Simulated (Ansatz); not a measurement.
Geometry optimisation, RKS PBE0-D4/cc-pVDZ in Ansatz.

Input file:

```yaml
crystal:
  periodic: [false, false, false]
  atoms:
    - { symbol: B, position_ang: [0.039768, -1.925782, -0.543393] }
    - { symbol: F, position_ang: [1.112814, -1.389978, -1.216056] }
    - { symbol: H, position_ang: [-1.054585, -1.602696, -0.932014] }
    - { symbol: H, position_ang: [0.284815, -2.723388, 0.323853] }
    - { symbol: H, position_ang: [1.184403, 0.326405, 0.130178] }
    - { symbol: O, position_ang: [0.52353, 0.455991, 0.825847] }
    - { symbol: C, position_ang: [-0.334229, 1.499118, 0.420817] }
    - { symbol: H, position_ang: [0.181383, 2.476617, 0.385167] }
    - { symbol: H, position_ang: [-1.136517, 1.568813, 1.169514] }
    - { symbol: H, position_ang: [-0.801381, 1.314901, -0.563912] }
basis:
  gaussian: { orbitals: cc-pVDZ }
hamiltonian:
  xc: pbe0
  dispersion: d4
relax:
  f_tol: 0.03
  max_steps: 50
```

Launched with:

```bash
$ ansatz run input.yaml --threads 2 --pin off --max-ram 3072MiB --backend cpu --events-out ev --progress --plain --runs-dir out
```

**Question.** Where does it end, and by what steps?

**Answer.** The forces met the threshold. The force dipped under the threshold on the way, but the program's further checks kept it going. After 23 steps the energy has fallen by 0.539 eV; H9 moved furthest, 1.00 Å. Joined: B1–O6 (2.79 → 1.69 Å).

```
step  energy less start (eV)  largest force component (eV/Å)  accepted
   0                  0.0000                           0.876       yes
   1                 -0.0346                           1.184       yes
   2                 -0.2184                           0.685       yes
   3                 -0.3730                           0.907       yes
   4                 -0.4005                           1.153       yes
   5                 -0.4557                           0.719       yes
   6                 -0.4686                           0.277       yes
   7                 -0.4703                           0.448       yes
   8                 -0.4824                           0.420       yes
   9                 -0.4863                           0.124       yes
  10                 -0.4876                           0.037       yes
  11                 -0.4884                           0.043       yes
  12                 -0.4823                           0.457        no
  13                 -0.4926                           0.085       yes
  14                 -0.4967                           0.166       yes
  15                 -0.4999                           0.345       yes
  16                 -0.5264                           0.176       yes
  17                 -0.5326                           0.111       yes
  18                 -0.5198                           0.600        no
  19                 -0.5383                           0.033       yes
  20                 -0.5382                           0.080        no
  21                 -0.5388                           0.024       yes
  22                 -0.5388                           0.038       yes
  23                 -0.5391                           0.012       yes
```

```xyz
10
Properties=species:S:1:pos:R:3
B 0.003 -1.353 -0.235
F 0.304 -0.990 -1.548
H -1.186 -1.472 0.003
H 0.791 -2.137 0.265
H 1.342 0.152 0.551
O 0.383 0.042 0.632
C -0.276 1.231 0.162
H 0.072 2.090 0.750
H -1.346 1.065 0.332
H -0.088 1.371 -0.911
```

Whether the end is a true minimum wasn't checked by a vibrational analysis.

Run time: 27 s on 2 threads of Intel(R) Xeon(R) 6975P-C (Granite Rapids) (shared host), peak memory 0.17 GiB.
